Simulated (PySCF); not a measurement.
**Ions at one geometry of BiOF**

PySCF 2.14.0, RKS PBE0, Bi def2-SVP with ECP60, O def2-SVP, F def2-SVP; non-relativistic Hamiltonian with scalar-relativistic core potentials where named; density fitting; no spin-orbit coupling; singlets restricted, open shells unrestricted. The geometry is relaxed for charge 0, singlet, vacuum:

```xyz
3

Bi   -0.0036    0.0000   -0.4401
O     1.4763    0.0000    0.7710
F    -1.5963    0.0000    0.8415
```

Energies count from the relaxed state; an electron taken off or put on is at rest in vacuum. Charges and spins are Mulliken's.

```tsv
state	energy (eV)	spin squared	charge on Bi1 (e)	spin on Bi1 (e)	dipole about the centre of mass (D)
charge 0, singlet, vacuum	0.00	0.00	1.04	0.00	4.95
charge -1, doublet, vacuum	-1.11	0.75	0.29	0.64	4.74
```

Q: What does the state charge +1, doublet, vacuum give?

A: energy (eV) 9.79, spin squared 0.76, charge on Bi1 (e) 1.57, spin on Bi1 (e) -0.09, dipole about the centre of mass (D) 3.37.

With an electron taken off (doublet) the charges change, summed by element, by Bi +0.53 e, O +0.34 e, F +0.13 e. The vertical ionisation energy is 9.79 eV, against −ε(HOMO) = 7.89 eV of the relaxed state. The level lies 1.9 eV too high, as is usual for semilocal functionals and global hybrids, which keep a self-interaction error.

With an electron put on (doublet) the charges change, summed by element, by Bi -0.74 e, O -0.17 e, F -0.09 e. The vertical electron affinity is 1.11 eV, against −ε(LUMO) = 3.38 eV of the relaxed state. The basis has no diffuse functions, which an added electron needs. The added electron's level lies above zero.

Open shells may have lower solutions than those found.
